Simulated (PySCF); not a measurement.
Spectrum to structure. Level of theory: TDDFT PBE0/def2-SVPD, vertical, gas phase, core orbitals frozen in the response in PySCF. Geometries: GFN2-xTB, one conformer each.

```csv
state,E (eV),f
S1,4.82,0.0019
S2,5.76,0.394
S3,6.44,0.0011
S4,6.67,0.0032
S5,6.77,0.0015
S6,6.89,0.0027
S7,7.14,0.0053
S8,7.21,0.011
```

Triplets computed (Tamm–Dancoff): 3.93, 4.08, 6.32 eV.

Orbital energies (eV): HOMO-3 -9.06, HOMO-2 -8.27, HOMO-1 -6.98, HOMO -6.66, LUMO -0.31, LUMO+1 0.83, LUMO+2 1.29.

Problem. Which candidate is it? All have the formula C7H9N.
A. `C=N[C@@]12[C@H]3C[C@@H]1[C@@H]2C3`
B. `C#CCN(C)CC#C`
C. `CC1=CC[C@H](C#N)C1`

Solution. A. Its S1, at 4.82 eV, is the lowest among the candidates; the nearest of the others has S1 at 5.85 eV. S1 is HOMO-1→LUMO (97%). Löwdin shares by element: HOMO carbon 64% or more (atoms not listed hold the other 36%); LUMO carbon 37% or more, nitrogen 33%, hydrogen 14% or more (atoms not listed hold the other 16%). At the same level the other candidates give, for their lowest levels:
- `C#CCN(C)CC#C`: 5.85 eV (f 0.017); 6.37 eV (f 0.019); 6.43 eV (f 0.000); 6.51 eV (f 0.007); 6.61 eV (f 0.002); T1 5.36 eV; HOMO -6.68, LUMO 0.46 eV
- `CC1=CC[C@H](C#N)C1`: 6.34 eV (f 0.001); 6.93 eV (f 0.085); 6.98 eV (f 0.180); 7.30 eV (f 0.024); 7.40 eV (f 0.002); T1 4.35 eV; HOMO -7.21, LUMO 0.25 eV

Shape of the structure used: `[CH2:1]=[N:2][C@@:3]12[C@H:4]3[CH2:5][C@@H:6]1[C@@H:7]2[CH2:8]3`: C1–N2–C3–C4 0°.
